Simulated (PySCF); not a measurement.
Compound: C7H12O3S.
SMILES with atom numbers: `[O:1]=[S@@:2]1[O:3][CH2:4][C@@H:5]([CH:6]2[CH2:7][CH2:8][CH2:9][CH2:10]2)[O:11]1` (hydrogens: H12, H13 on C4; H14 on C5; H15 on C6; H16, H17 on C7; H18, H19 on C8; H20, H21 on C9; H22, H23 on C10)

A GFN2-xTB structure was refined with PySCF, PBE0-D3(BJ)/def2-SVP geometry optimisation, gas phase. Its GFN2-xTB values:

| coordinate | GFN2-xTB |
| --- | --- |
| O1=S2 | 1.428 Å |
| S2–O3 | 1.682 Å |
| O3–C4 | 1.397 Å |
| C4–C5 | 1.543 Å |
| C4–H13 | 1.093 Å |
| C5–C6 | 1.532 Å |
| C5–O11 | 1.401 Å |
| C6–H15 | 1.095 Å |
| C7–H16 | 1.091 Å |
| C7–H17 | 1.089 Å |
| C8–H18 | 1.089 Å |
| C8–H19 | 1.089 Å |
| C9–H20 | 1.091 Å |
| C9–H21 | 1.089 Å |
| C10–H22 | 1.091 Å |
| C10–H23 | 1.089 Å |
| O1–S2–O3 | 110.7° |
| S2–O3–C4 | 113.4° |
| S2–O11–C5 | 112.2° |
| O3–S2–O11 | 92.1° |
| O3–C4–C5 | 106.4° |
| C4–C5–C6 | 112.5° |
| C5–C6–C7 | 112.7° |
| C6–C5–O11 | 112.7° |
| O1–S2–O3–C4 | -109° |
| O1–S2–O11–C5 | 134° |
| S2–O3–C4–C5 | -19° |
| C4–C5–O11–S2 | -34° |

Question: How do these coordinates change at the PBE0-D3(BJ)/def2-SVP level?

Answer: 
| coordinate | PBE0-D3(BJ)/def2-SVP (Å or °) | change |
| --- | --- | --- |
| O1=S2 | 1.458 | +0.030 |
| C5–O11 | 1.431 | +0.030 |
| O3–C4 | 1.419 | +0.022 |
| S2–O3 | 1.666 | -0.016 |
| C4–C5 | 1.530 | -0.013 |
| C5–C6 | 1.520 | -0.012 |
| C10–H22 | 1.103 | +0.012 |
| C7–H17 | 1.101 | +0.012 |
| C6–H15 | 1.107 | +0.012 |
| C9–H20 | 1.102 | +0.011 |
| C10–H23 | 1.100 | +0.011 |
| C9–H21 | 1.100 | +0.011 |
| C8–H19 | 1.100 | +0.011 |
| C8–H18 | 1.100 | +0.011 |
| C7–H16 | 1.101 | +0.010 |
| C4–H13 | 1.098 | +0.005 |
| S2–O3–C4 | 109.0 | -4.4 |
| C6–C5–O11 | 110.1 | -2.6 |
| C4–C5–C6 | 114.5 | +2.0 |
| O1–S2–O3 | 108.7 | -2.0 |
| S2–O11–C5 | 114.2 | +2.0 |
| O3–C4–C5 | 104.9 | -1.5 |
| C5–C6–C7 | 113.7 | +1.0 |
| O3–S2–O11 | 91.3 | -0.8 |
| O1–S2–O11–C5 | 98 | -36 |
| O1–S2–O3–C4 | -76 | +33 |
| C4–C5–O11–S2 | -9 | +25 |
| S2–O3–C4–C5 | -42 | -23 |

The energy falls by 19.8 kJ/mol over 11 energy and gradient evaluations, the largest force component goes from 0.0345 to 2.2e-04 Eh/bohr, and the atoms move by 0.249 Å rms after alignment. Among the bonds, O1=S2 and C5–O11 change most and about equally (+0.030 Å). Bonds longer at the end by more than 0.005 Å: 13 of 24; shorter: 3. Among the dihedrals that turn most is O1–S2–O11–C5, from 134° to 98°. Rotational constants go from 2042, 631.8, 615.1 to 2338, 579.7, 563.6 MHz.

The run used 218 basis functions and 83 SCF cycles in all. Rough CPU time on one thread of a shared machine: about 13 min.

No PBE0-D3(BJ)/def2-SVP frequencies stand behind this structure, so it isn't proved a minimum. The numbers are those of one conformer.
